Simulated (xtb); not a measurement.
xtb input:

```bash
xtb mol.xyz --gfn 2 --sp --chrg 0 --uhf 0
```
mol.xyz:
```
5

Cl    -0.02376922     0.09891280     2.41492263
Ge    -0.00268822     0.01118671     0.27311966
Br     2.05015803    -0.74987150    -0.42417250
Br    -1.65187721    -1.42450313    -0.43297808
Br    -0.38427796     2.11610342    -0.56552124
```

Predict the final energy.

-18.92718 Eh (GFN2-xTB).
